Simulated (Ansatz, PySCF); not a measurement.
C5H7FO, SMILES C1(/[C@@H](C)CO1)=C\F. Atoms are numbered in the order given.

```xyz
14

C     -2.0175    -1.0704     0.0119
C     -1.0608    -0.0939    -0.6566
C     -1.1131     1.3935    -0.2181
O      0.2689     1.3353     0.2190
C      0.3511     0.0032    -0.1170
C      1.3665    -0.8454     0.0461
F      2.5367    -0.4811     0.5978
H     -1.9924    -0.9592     1.1072
H     -3.0519    -0.9054    -0.3310
H     -1.7472    -2.1108    -0.2274
H     -1.0918    -0.2103    -1.7524
H     -1.7918     1.6088     0.6238
H     -1.2542     2.1397    -1.0154
H      1.3143    -1.8907    -0.2640
```

Coordinates come from a B3LYP-D3(BJ)/def2-SVP optimisation. The structure was generated by enumeration; whether it is a known compound was not checked.

Two levels are set side by side: PBE-D3(BJ)/def2-SVP (Ansatz, an electronic-structure program) and B3LYP-D3(BJ)/def2-SVP (Ansatz). Each level has its own optimised geometry; the coordinates shown are those of the second. Frequencies come from the Hessian of PySCF at each geometry. Differences are taken from unrounded values.

```json
[
 {"quantity": "mean bond length (Å)", "B3LYP-D3(BJ)": "1.271", "PBE-D3(BJ)": "1.278", "PBE-D3(BJ) minus B3LYP-D3(BJ)": "0.007"},
 {"quantity": "bond C1–C2 (Å)", "B3LYP-D3(BJ)": "1.522", "PBE-D3(BJ)": "1.524", "PBE-D3(BJ) minus B3LYP-D3(BJ)": "0.002"},
 {"quantity": "bond C2–C3 (Å)", "B3LYP-D3(BJ)": "1.552", "PBE-D3(BJ)": "1.553", "PBE-D3(BJ) minus B3LYP-D3(BJ)": "0.001"},
 {"quantity": "bond C2–C5 (Å)", "B3LYP-D3(BJ)": "1.515", "PBE-D3(BJ)": "1.516", "PBE-D3(BJ) minus B3LYP-D3(BJ)": "0.001"},
 {"quantity": "bond C3–O4 (Å)", "B3LYP-D3(BJ)": "1.451", "PBE-D3(BJ)": "1.458", "PBE-D3(BJ) minus B3LYP-D3(BJ)": "0.007"},
 {"quantity": "bond O4–C5 (Å)", "B3LYP-D3(BJ)": "1.376", "PBE-D3(BJ)": "1.384", "PBE-D3(BJ) minus B3LYP-D3(BJ)": "0.008"},
 {"quantity": "bond C5–C6 (Å)", "B3LYP-D3(BJ)": "1.333", "PBE-D3(BJ)": "1.345", "PBE-D3(BJ) minus B3LYP-D3(BJ)": "0.012"},
 {"quantity": "bond C6–F7 (Å)", "B3LYP-D3(BJ)": "1.344", "PBE-D3(BJ)": "1.349", "PBE-D3(BJ) minus B3LYP-D3(BJ)": "0.005"},
 {"quantity": "bond C1–H8 (Å)", "B3LYP-D3(BJ)": "1.101", "PBE-D3(BJ)": "1.109", "PBE-D3(BJ) minus B3LYP-D3(BJ)": "0.008"},
 {"quantity": "bond C1–H9 (Å)", "B3LYP-D3(BJ)": "1.102", "PBE-D3(BJ)": "1.110", "PBE-D3(BJ) minus B3LYP-D3(BJ)": "0.007"},
 {"quantity": "bond C1–H10 (Å)", "B3LYP-D3(BJ)": "1.101", "PBE-D3(BJ)": "1.109", "PBE-D3(BJ) minus B3LYP-D3(BJ)": "0.007"},
 {"quantity": "bond C2–H11 (Å)", "B3LYP-D3(BJ)": "1.102", "PBE-D3(BJ)": "1.111", "PBE-D3(BJ) minus B3LYP-D3(BJ)": "0.008"},
 {"quantity": "bond C3–H12 (Å)", "B3LYP-D3(BJ)": "1.103", "PBE-D3(BJ)": "1.112", "PBE-D3(BJ) minus B3LYP-D3(BJ)": "0.009"},
 {"quantity": "bond C3–H13 (Å)", "B3LYP-D3(BJ)": "1.101", "PBE-D3(BJ)": "1.110", "PBE-D3(BJ) minus B3LYP-D3(BJ)": "0.009"},
 {"quantity": "bond C6–H14 (Å)", "B3LYP-D3(BJ)": "1.092", "PBE-D3(BJ)": "1.100", "PBE-D3(BJ) minus B3LYP-D3(BJ)": "0.009"},
 {"quantity": "highest harmonic wavenumber (cm⁻¹)", "B3LYP-D3(BJ)": "3215", "PBE-D3(BJ)": "3139", "PBE-D3(BJ) minus B3LYP-D3(BJ)": "-77"},
 {"quantity": "mean harmonic wavenumber (cm⁻¹)", "B3LYP-D3(BJ)": "1365", "PBE-D3(BJ)": "1327", "PBE-D3(BJ) minus B3LYP-D3(BJ)": "-37"},
 {"quantity": "zero-point energy (kcal/mol)", "B3LYP-D3(BJ)": "70.24", "PBE-D3(BJ)": "68.31", "PBE-D3(BJ) minus B3LYP-D3(BJ)": "-1.93"}
]
```

Exact exchange shortens and stiffens bonds; PBE has none. Differences between two approximate levels are no errors against the true value.
